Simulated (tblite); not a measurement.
C₉H₈ (charge -1 and doublet state).
Cartesian coordinates in Å at the GFN2-xTB level; atoms count from 1:
```xyz
17
C9H8 angstrom
C     -1.0726    3.4508   -0.5104
C     -0.8203    2.2859   -0.3088
C     -0.5435    0.9296   -0.0736
C      0.7600    0.5258   -0.2960
C      1.9485    0.2836   -0.5289
C      3.2309   -0.0540   -0.7624
C     -1.6265    0.1201    0.3644
C     -1.6756   -1.2031    0.6644
C     -0.5377   -2.1713    0.6070
H     -1.2841    4.4645   -0.6876
H      3.9513    0.6788   -1.0977
H      3.5863   -1.0651   -0.6179
H     -2.5631    0.6684    0.4695
H     -2.6270   -1.6215    0.9850
H      0.3612   -1.6719    0.2564
H     -0.3341   -2.6024    1.5950
H     -0.7607   -3.0062   -0.0684
```

Method: GFN2-xTB as coded in tblite; computed harmonic values from a numerical Hessian at the method's own geometry, unscaled. The method is semi-empirical: single wavenumbers can be off by several per cent or more. One conformer, not necessarily the lowest. Open shells enter through the occupations alone, without spin polarisation, and single modes of such species can be off by tens of per cent.

Harmonic wavenumbers (cm⁻¹): 64.4, 80.3, 108.5, 125.5, 126.3, 209.7, 232.6, 248.2, 257.5, 296.2, 305.0, 351.1, 419.6, 468.4, 472.3, 523.9, 594.4, 634.9, 664.9, 706.0, 870.0, 970.1, 979.9, 1047.6, 1050.1, 1143.0, 1210.9, 1286.1, 1386.9, 1408.5, 1417.6, 1490.4, 1504.9, 1510.7, 1610.2, 2190.1, 2205.3, 2875.0, 2909.9, 2950.3, 2975.5, 3011.9, 3021.6, 3048.7, 3352.1.

A = 1568, B = 1452, C = 757.4 MHz; mass 116.063 u (most abundant isotopes); point group Cs, symmetry number 1; spin multiplicity 2.

**Question.** Zero-point energy?

**Answer.** ½Σν̃ = 27158 cm⁻¹ = 324.89 kJ/mol.

**Question.** Entropy at 350 K, 1 bar (ideal gas, RRHO, classical rotation)?

**Answer.** Translation 171.48, rotation 125.90, vibration 166.51, spin (R ln 2) 5.76: S = 469.6 J/(mol K).

**Question.** And Cp and H(350 K) − H(0)?

**Answer.** Cp = 192.17 J/(mol K), of which vibrations give 158.91 (their classical limit is 45 R = 374.2); H(350 K) − H(0) = 42.33 kJ/mol without the zero-point energy, 30.69 from vibrations.

**Question.** How do the functions run with temperature in this model?

**Answer.** 
```
 T (K)  S (J/(mol K))  Cp (J/(mol K))  H − H(0) (kJ/mol)  G − H(0) (kJ/mol)  ln q(vib)
   150          341.1           116.4              10.93             -40.24       3.19
   250          410.8           158.3              24.76             -77.95       6.39
298.15          440.2           175.3              32.80             -98.45       7.89
   400          496.3           207.0              52.32            -146.20      10.97
   600          589.9           255.0              98.80            -255.12      16.52
   900          703.1           303.0             183.05            -449.72      23.86
```

q(vib) and H(0) count from the zero-point level.

**Question.** What must be added to the electronic energy to get the Gibbs energy at 350 K and 1 bar?

**Answer.** ZPE + [H(350 K) − H(0)] − T·S = 324.89 + 42.33 − 164.38 = 202.84 kJ/mol.

Hindered rotation and anharmonicity are outside this model. Other conformers, if any are populated, would add a mixing term that is left out.
